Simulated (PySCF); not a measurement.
PySCF input for Si(F)(OH)2(OEt) (C2H7FO3Si), SMILES O([Si](F)(O)O)CC, IEF-PCM-PBE0/def2-SVP. Geometry: B3LYP-D3(BJ)/def2-SVP. The values are those of a single conformer.

```python
import numpy as np
from pyscf import gto, scf, dft
from pyscf.solvent import pcm

mol = gto.M(
    atom='''
    C    -2.68456902    1.36601477    0.90368649
    C    -1.46210750    0.48756068    1.07791147
    O    -0.69720365    0.50506482   -0.12392671
    Si    0.71168278   -0.29362877   -0.34594242
    O     1.83407209    0.25250556    0.71641144
    O     1.24962286   -0.10226399   -1.88262162
    F     0.45009604   -1.87262312   -0.06859382
    H    -3.30752200    1.00053167    0.07262116
    H    -3.29252751    1.36824278    1.82214462
    H    -2.38537337    2.40126483    0.67878039
    H    -0.84104060    0.85060823    1.91666701
    H    -1.76005518   -0.55058284    1.31339689
    H     2.71460056   -0.13806012    0.68664756
    H     0.64562371   -0.33149746   -2.59821213
    ''',
    basis='def2-SVP',
    charge=0,
    spin=0,
    max_memory=1600,
    verbose=3,
)
mf = dft.RKS(mol, xc='pbe0').density_fit(auxbasis='def2-universal-jkfit')
mf.grids.level = 3
mf.conv_tol = 1e-9
mf.max_cycle = 100
mf.kernel()
res = {}
for name, eps in {'water': 78.355, 'toluene': 2.3741, 'dimethylsulfoxide': 46.826}.items():
    s = mf.PCM()
    s.with_solvent.method, s.with_solvent.eps, s.with_solvent.lebedev_order = 'IEF-PCM', eps, 17
    s.kernel(mf.make_rdm1())
    res[name] = (s.e_tot, eps, s.dip_moment(), s.mo_energy, s.converged)
    print(f'{name}: electrostatic solvation free energy {(s.e_tot - mf.e_tot) * 627.509474:.3f} kcal/mol')
```

Output:

```
converged SCF energy = -694.682893720139

WARN: PCM is an experimental feature. It is still in testing.
Features and APIs may be changed in the future.

converged SCF energy = -694.696672293681
Dipole moment(X, Y, Z, Debye): -0.38749, -0.34937, -0.05592
water: electrostatic solvation free energy -8.646 kcal/mol

WARN: PCM is an experimental feature. It is still in testing.
Features and APIs may be changed in the future.

converged SCF energy = -694.689382586269
Dipole moment(X, Y, Z, Debye): -0.35250, -0.24401, -0.07656
toluene: electrostatic solvation free energy -4.072 kcal/mol

WARN: PCM is an experimental feature. It is still in testing.
Features and APIs may be changed in the future.

converged SCF energy = -694.696481110117
Dipole moment(X, Y, Z, Debye): -0.38643, -0.34571, -0.05663
dimethylsulfoxide: electrostatic solvation free energy -8.526 kcal/mol
```

Self-consistency was reached.

Cost: about 2.9 core-minutes (a rough figure).
